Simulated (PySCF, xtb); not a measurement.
Cd(Br)(SH) (BrCdHS), SMILES [SH][Cd][Br].

xtb with GFN2-xTB at its own geometry gives an orbital gap of 2.78 eV and a dipole moment of 6.02 D.

Coordinates come from a PBE0-D3(BJ)/def2-TZVP optimisation. The def2 effective core potentials stand for the cores of Cd; spin–orbit coupling is left out. Other conformers were not sampled.

Problem. What does PBE0/def2-TZVPD run with PySCF give? (The exact figures need the calculation; the answer reports its results.)

Solution. gap 5.68 eV (levels -7.59 and -1.91 eV), dipole 1.16 D.
